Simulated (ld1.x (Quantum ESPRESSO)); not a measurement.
nitrogen: excitation energies, all-electron against TM

```json
{
 "Element": "nitrogen",
 "Generator": "ld1.x (Quantum ESPRESSO) 7.5",
 "Type": "norm-conserving Troullier–Martins (Kleinman–Bylander form)",
 "Functional": "PBE",
 "Relativity": "non-relativistic",
 "Frozen core": "[He]",
 "Valence charge": "5",
 "Reference configuration": "2s2 2p2 (charge +1)",
 "Partial waves": "2s (bound): rc 0.70 bohr; 2p (bound): rc 1.75 bohr; 3d channel at -0.15 Ry: rc 1.55 bohr",
 "Local potential": "all-electron potential smoothed inside 1.05 bohr (lloc = -2)",
 "Core correction": "Bessel-smoothed model core inside 0.70 bohr"
}
```

Energies are relative to the spin-unpolarised reference configuration 2s2 2p2; without spin polarisation the order of configurations can differ from experiment.

Give the all-electron excitation energy and the error of the potential for: 2s2 2p3; 2s2 2p1; 2s2 2p0; 2s2 2p2.5; 2s1 2p4; 2s1 2p0; 2s1 2p3.

```tsv
valence configuration	charge	ΔE all-electron (eV)	error AE − PS (meV)
2s2 2p3	0	-13.597	+20
2s2 2p1	+2	28.859	+103
2s2 2p0	+3	75.943	+733
2s2 2p2.5	+0.5	-8.501	+8.4
2s1 2p4	0	-2.120	+80
2s1 2p0	+4	153.713	+1371
2s1 2p3	+1	11.748	+13
```

Levels in the configuration 2s2 2p1:

```csv
level,all-electron (eV),pseudo (eV)
2s,-49.125,-49.039
2p,-37.515,-37.244
```
